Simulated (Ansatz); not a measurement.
Several settings on one geometry of the cluster GaN2⁻ (that of the charge -1 singlet, r2SCAN-D4/def2-TZVPD). Ansatz on 4 threads of Arm Neoverse V2 on a shared host; times are rough.

```
atom   x (Å)   y (Å)   z (Å)
 Ga1   1.369   0.093  -0.036
  N2  -0.643  -0.641   0.070
  N3  -0.726   0.549  -0.034
```

Totals from different functionals, basis sets or treatments of relativity can't be compared as stabilities.

At r2SCAN-D4/def2-TZVPD a triplet lies 0.13 eV below the restricted singlet of charge -1, at its own geometry.

The spins typed aren't always the lowest for that charge.

**Question.** Give the basis size and estimate the energy, ⟨S²⟩ and time of these runs.

```
run                   method  charge    state                                                                                                         further keys
  1     RKS PBE0-D4/def2-SVP      -1  singlet                                                                                     scf: {lower_state_search: light}
  2      RKS PBE/aug-cc-pVDZ      -1  singlet  point_charges: [{charge: 0.50, position_ang: [5.283, 0.314, 0.201]}]; scf: {lower_state_search: full}; forces asked
  3  UKS revPBE-D4/def2-TZVP       0  doublet                                                            scf: {omitted_lower_state_checks: [starts]}; forces asked
```

**Answer.** 
```
run  functions  energy (Eh)  ⟨S²⟩  wall time
  1         60   -2033.6204     –      0.4 s
  2         82   -2033.9916     –      1.8 s
  3        110   -2034.2178  0.75      0.8 s
```

The highest occupied level of an anion often lies above zero with these methods, and sets without diffuse functions describe the outer electron poorly.
